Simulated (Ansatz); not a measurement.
Energy profile

The step: BH₃O₃ ([OH][B]([OH])[OH]) + AsH₃ → BAsH₄O₂ ([OH][B]([OH])[AsH2]) + H₂O; bonds formed: B1–As6, O2–H5; bonds broken: B1–O2, H5–As6 (atoms numbered as in the saddle structure below).

B1  (0.563, 0.221, -0.506)
O2  (-0.304, 1.368, 0.039)
O3  (1.823, 0.290, 0.027)
O4  (0.365, -0.137, -1.810)
H5  (-0.758, 0.487, 0.598)
As6  (-0.707, -1.486, 0.839)
H7  (0.229, 1.908, 0.642)
H8  (2.450, -0.272, -0.434)
H9  (-0.548, -0.110, -2.099)
H10  (-2.176, -1.328, 0.457)
H11  (-0.938, -0.941, 2.246)
(Å)

Electronic energies by CCSD(T) at an estimated basis limit (MP2 extrapolated from triple and quadruple zeta, plus CCSD(T) − MP2 in triple zeta), on PBE0-D4/def2-TZVP structures; BAsH₆O₃, closed shell; no counterpoise correction. Ansatz 0.2.0; basis: def2-TZVPP and def2-QZVPP; cores frozen in the correlated methods. Filled d shells of the heavier atoms are correlated. The def2 sets are not built for correlating such inner shells, so the correlated values are less sure here. Extrapolation: Hartree–Fock as exp(−7.88 √X), correlation as X^−2.97.

Q: Give the profile in eV, counted from the separated reactants. (Judge from chemistry; the value comes from the calculation.)

A: The calculation gives:
```json
{"point": "separated: BH₃O₃ (linked as [OH][B]([OH])[OH]; B1, O2, O3, O4, H7, H8, H9; singlet) + AsH₃ (H5, As6, H10, H11; singlet)", "eV": "0.000"}
{"point": "start structure", "eV": "-0.156"}
{"point": "saddle", "eV": "2.256"}
{"point": "end structure", "eV": "0.971"}
{"point": "separated: BAsH₄O₂ (linked as [OH][B]([OH])[AsH2]; B1, O3, O4, As6, H8, H9, H10, H11; singlet) + H₂O (O2, H5, H7; singlet)", "eV": "1.158"}
```

The T1 diagnostic stays at or below 0.013.

For scale, one of the runs: CCSD(T)/def2-TZVPP, 256 basis functions, launched by `ansatz run in.yaml --threads 8 --pin off --events-out ev --progress --plain --max-ram 19148MiB`. Hardware: 8 CPU threads of an Arm Neoverse V1, shared host. Wall time 3.4 min; peak host memory 6.4 GiB.
